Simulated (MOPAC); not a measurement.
A run for MOPAC: PM7 on GaW, 2S+1 = 6, a spin state set in the input, which need not be the lowest, a point of a bond scan (R = 2.520 Å).

```
PM7 1SCF PRECISE CHARGE=0 UHF MS=2.5 THREADS=1
GaW

W      0.00000000 1     0.00000000 1     0.00000000 1
Ga     0.00000000 1     0.00000000 1     2.52002500 1
```

Output:

```
*******************************************************************************
 **                                                                           **
 **                              MOPAC v23.2.5                                **
 **                                                                           **
 *******************************************************************************
 ** MOPAC's Digital Object Identifier: https://doi.org/10.5281/zenodo.6511958 **
 **                                                                           **
 ** Please cite the open-source release paper for use of this MOPAC version:  **
 ** J. E. Moussa and J. J. P. Stewart (2026)                                  **
 ** MOPAC: An open-source semiempirical molecular orbital program             **
 ** J. Open Source Softw., 11(119), 8025, https://doi.org/10.21105/joss.08025 **
 *******************************************************************************

                              PM7 CALCULATION RESULTS

 *******************************************************************************
 *  PM7        - The PM7 Hamiltonian to be used
 *  UHF        - UNRESTRICTED HARTREE-FOCK CALCULATION
 *
 *
 *
 *                 CHARGE ON SYSTEM = 0
 *
 *
 *
 *  MS=        - IN MECI, MAGNETIC COMPONENT OF SPIN =  2.5
 *  PRECISE    - TIGHTER CRITERIA TO BE USED
 *  1SCF       - DO 1 SCF AND THEN STOP
 *  THREADS=1  - MULTI-THREADING NOT USED
 *  T=         - A TIME OF 172800.0 SECONDS REQUESTED
 *  DUMP=N     - RESTART FILE WRITTEN EVERY 7200.0 SECONDS REQUESTED
 *******************************************************************************
PM7 1SCF PRECISE CHARGE=0 UHF MS=2.5 THREADS=1
 GaW

   ATOM   CHEMICAL          X               Y               Z
  NUMBER   SYMBOL      (ANGSTROMS)     (ANGSTROMS)     (ANGSTROMS)

     1       W          0.00000000  *   0.00000000  *   0.00000000  *
     2      Ga          0.00000000  *   0.00000000  *   2.52002500  *



          CARTESIAN COORDINATES

    NO.       ATOM           X           Y           Z

     1         W          0.0000      0.0000      0.0000
     2        Ga          0.0000      0.0000      2.5200

 General Reference for PM7:
 "Optimization of Parameters for Semiempirical Methods VI: More Modifications to the
 NDDO Approximations and Re-optimization of Parameters", J. J. P. Stewart, J. Mol. Mod., 1:32, 19 (2013)
 https://link.springer.com/article/10.1007/s00894-012-1667-x

           Empirical Formula: W Ga  =     2 atoms



      MOLECULAR POINT GROUP   :   C*v


          UHF CALCULATION, NO. OF ALPHA ELECTRONS =    7
                           NO. OF BETA  ELECTRONS =    2

 -------------------------------------------------------------------------------
 PM7 1SCF PRECISE CHARGE=0 UHF MS=2.5 THREADS=1
 GaW



     1SCF WAS SPECIFIED, SO BFGS WAS NOT USED
     SCF FIELD WAS ACHIEVED


                              PM7 CALCULATION
                                                       MOPAC v23.2.5 Linux




          FINAL HEAT OF FORMATION =        166.76581 KCAL/MOL =     697.74814 KJ/MOL


          COSMO AREA              =        109.01 SQUARE ANGSTROMS
          COSMO VOLUME            =         99.75 CUBIC ANGSTROMS

          IONIZATION POTENTIAL    =          4.681095 EV
          ALPHA SOMO LUMO (EV)    =         -4.681 -0.883
          BETA  SOMO LUMO (EV)    =         -8.021  0.914
          NO. OF ALPHA ELECTRONS  =          7
          NO. OF BETA  ELECTRONS  =          2
          MOLECULAR WEIGHT        =        253.5850         POINT GROUP:  C*v

          MOLECULAR DIMENSIONS (Angstroms)

            Atom       Atom       Distance
           Ga     2    W     1     2.52002
           Ga     2    W     1     0.00000
            W     1   Ga     2     0.00000


          SCF CALCULATIONS        =          1





   ATOM   CHEMICAL          X               Y               Z
  NUMBER   SYMBOL      (ANGSTROMS)     (ANGSTROMS)     (ANGSTROMS)

     1       W          0.00000000  *   0.00000000  *   0.00000000  *
     2      Ga          0.00000000  *   0.00000000  *   2.52002500  *

                             CARTESIAN COORDINATES

   1    W        0.000000000     0.000000000     0.000000000
   2   Ga        0.000000000     0.000000000     2.520025000


           Empirical Formula: W Ga  =     2 atoms



      MOLECULAR POINT GROUP   :   C*v


          ALPHA EIGENVALUES
 -16.31658  -9.68741  -9.68725  -9.57383  -9.55492  -9.10048  -4.68110  -0.88291
   2.53097   2.94125   3.40065   4.60961   9.08349


           BETA EIGENVALUES
 -15.16752  -8.02110   0.91360   2.37395   2.54155   2.74931   2.79450   3.12740
   3.12865   7.43851   7.52356   7.57607  11.40810


              NET ATOMIC CHARGES AND DIPOLE CONTRIBUTIONS

  ATOM NO.   TYPE          CHARGE      No. of ELECS.   s-Pop       p-Pop       d-Pop
    1          W           0.457918        5.5421     0.64127     0.19499     4.70583
    2         Ga          -0.457918        3.4579     1.44186     2.01606
 DIPOLE           X         Y         Z       TOTAL
 POINT-CHG.     0.000     0.000    -5.543     5.543
 HYBRID        -0.000     0.000     1.225     1.225
 SUM           -0.000     0.000    -4.318     4.318


          ATOMIC ORBITAL ELECTRON POPULATIONS

     Atom    s        px        py        pz      x^2-y^2     xz        z^2       yz        xy
    1  W   0.64127   0.04923   0.02266   0.12310   1.00000   0.97660   0.75190   0.97734   1.00000
    2 Ga   1.44186   0.97408   0.00010   1.04189


                    (SZ)    =    2.500000
                    (S**2)  =    9.373572


          ATOMIC ORBITAL SPIN POPULATIONS

    Atom   Total    s     px     py     pz   x^2-y^2  xz     z^2    yz     xy
         Atomic
    1  W  4.7787  0.079  0.049  0.023  0.009  1.000  0.977  0.665  0.977  1.000
    2 Ga  0.2213 -0.276  0.974  0.000 -0.476

 **********************
 *                    *
 * JOB ENDED NORMALLY *
 *                    *
 **********************




 == MOPAC DONE ==
```

The run finished. Its determinant has ⟨S²⟩ = 9.37, a mixture of spin states.

Cost: roughly 0.03 core-seconds.
